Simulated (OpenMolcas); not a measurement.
**Ar²⁺: effect of the IPEA shift**

```yaml
Program: OpenMolcas 26.06
Basis: ANO-R2 [5s4p3d1f]
Scalar_Hamiltonian: X2C, finite nucleus
Active_space: 6 electrons in 8 orbitals (3s 3p 4s 4p)
State_averaging: 2S+1 = 3 even, 3 roots; 2S+1 = 1 even, 6 roots; 2S+1 = 3 odd, 3 roots; 2S+1 = 1 odd, 3 roots
Spin-orbit_coupling: RASSI with atomic mean-field integrals over the reference wave functions, term energies averaged over their components
```

Methods on the same reference wave functions:
A. CASSCF
B. SS-CASPT2, IPEA 0 Eh, imaginary shift 0.1 Eh (closed shells correlated: 2s 2p)
C. SS-CASPT2, IPEA 0.25 Eh, imaginary shift 0.1 Eh (closed shells correlated: 2s 2p)

Energies in cm-1 above 3s2 3p4 3P2, the measured ground level; measured values from Saloman, J. Phys. Chem. Ref. Data 39, 033101 (2010).

```
       Level       A       B       C  Measured
 3s2 3p4 3P2     0.0     0.0     0.0       0.0
 3s2 3p4 3P1    1013    1016    1017      1112
 3s2 3p4 3P0    1436    1447    1447      1570
 3s2 3p4 1D2   16872   15000   14810     14010
 3s2 3p4 1S0   31189   34670   34450     33266
3s 3p5 3P* 2  138737  120680  122670    113801
3s 3p5 3P* 1  139685  121620  123620    114797
3s 3p5 3P* 0  140172  122110  124110    115328
```

Deviations, from unrounded energies. A percentage is the sum of absolute deviations over the sum of measured energies, with the sign that they share, or ± where signs differ.

```tsv
Against measurement	Levels	A	B	C
mean absolute deviation (cm-1)	7	11000	3300	4100
fine structure of the ground term (%)	2	-8.7	-8.2	-8.1
other terms of the ground configuration (%)	2	±10.4	+5.1	+4.2
other configurations (%)	3	+21.7	+6.0	+7.7
```

B lies closest to measurement on these levels and A furthest from it. The largest miss of B in the table is 3s 3p5 3P* 2, by +6900 cm-1. The ranking rests on the paired levels alone, and a cruder setting can come out closer through cancelling errors.

Between B and C the level of the table that moves most is 3s 3p5 3P* 0, by 2000 cm-1 (lowest in B, highest in C). Moves below CASPT2's spread within the term are not significant.

From A to B the spin-free energies of the other terms of 3s2 3p4 shown, above 3P, scale by factors of 0.89 to 1.11.

The lowest spin-free term lies below A's lowest term by 0.325 hartree in B, 0.320 hartree in C.

Term energies are means over components that CASPT2 splits; among the terms shown or strongly mixed into the levels shown the widest spread is 58 cm-1 (3s2 3p4 1D, C). Over all roots computed the reference weight is 0.84 to 0.96 in B, 0.86 to 0.96 in C; the roots of lowest weight are the least certain, and an intruder state may touch them. Active for correlation alone: 4p 4s; no level in the range computed is led by a configuration that fills them, so any true level of that kind is missing. Terms of s pⁿ other than that of highest spin mix with s² pⁿ⁻² d, which this space lacks; all of them can be thousands of cm-1 off, and some have no real level of that name. Measured partners are found by configuration, term and J. A level has none where our copy of the source lacks it or the pairing is in doubt (some pairs that miss far off the trend of their configuration count as doubtful), and it then counts in no deviation. Only configurations of the active space appear. The table leaves out levels that lie high or whose names do not pair safely across all columns.

* marks odd parity.
